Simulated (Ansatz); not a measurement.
Computed with Ansatz.

A structure relaxed at PBE0-D4/def2-TZVP, charge 0, multiplicity 1:

| atom | x (Å) | y (Å) | z (Å) |
| --- | --- | --- | --- |
| C1 | 1.001 | -1.388 | 0.164 |
| C2 | 0.662 | -0.206 | -0.353 |
| B3 | -0.596 | 0.580 | 0.065 |
| S4 | -0.912 | 2.153 | -0.736 |
| Cl5 | -1.699 | -0.038 | 1.291 |
| H6 | 0.389 | -1.863 | 0.925 |
| H7 | 1.892 | -1.921 | -0.149 |
| H8 | 1.311 | 0.225 | -1.114 |
| H9 | -2.050 | 2.458 | -0.092 |

Question: Give its formula and SMILES.

Answer: C2H4BClS, `C=CB(S)Cl`.

Question: Point group (tolerance 0.08 Å, 0.16 Å for H)?

Answer: Cs.

Question: Summarise the bond lengths by kind.

Answer: 1 × C–C 1.334 Å; 3 × C–H 1.085 to 1.089 Å; 1 × B–C 1.541 Å; 1 × B–S 1.792 Å; 1 × B–Cl 1.762 Å; 1 × H–S 1.343 Å.
